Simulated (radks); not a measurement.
Neutral cerium inside a hard spherical wall (all orbitals vanish at R), configuration held at [Xe] 4f1 5d1 6s2 and not refilled when levels cross. Calculated with a radial shooting solver on a logarithmic mesh with Libxc functionals: scalar-relativistic Kohn-Sham, LDA (Slater exchange, VWN5 correlation), spin-polarised, spherical densities, point nucleus; open shells are filled with parallel spins first (spin-orbit coupling, left out, can overturn this in heavy ions). Eigenvalues in eV for spin up, with the zero of energy where the potential of the charges vanishes at infinity; a dash marks a level that is unbound or too diffuse for the functional's potential to be trusted. A positive occupied level is held by the wall or, in an anion where self-interaction has pushed it up, behind a barrier. The pressure on the wall is -dE/dV.

| R (bohr) | E (hartree) | kinetic (hartree) | e(5p) | e(4f) | e(6s) | e(5d) | e(6p, empty) | e(7s, empty) | pressure (GPa) |
|---|---|---|---|---|---|---|---|---|---|
| free | -8853.9223 | 9382.410 | -23.605 | -5.937 | -4.028 | -3.424 | -1.481 | -0.097 | 0 |
| 15 | -8853.9223 | 9382.411 | -23.602 | -5.935 | -4.026 | -3.422 | -1.470 | 0.357 | 0.000226 |
| 7 | -8853.8644 | 9382.740 | -22.146 | -4.402 | -2.529 | -2.112 | 1.100 | 10.836 | 2.61 |
| 6 | -8853.7720 | 9383.145 | -20.953 | -3.093 | -0.801 | -0.918 | 3.709 | 18.697 | 9.47 |
| 3.5 | -8851.5075 | 9391.766 | -9.823 | 10.109 | 27.936 | 13.529 | 40.681 | 104.64 | 634 |
| 2.5 | -8842.4517 | 9422.367 | 17.500 | 36.859 | 108.49 | 50.471 | 131.57 | 282.51 | 7600 |
| 2 | -8824.0753 | 9478.358 | 64.470 | 70.856 | 235.25 | 110.18 | 267.44 | 530.09 | 36300 |
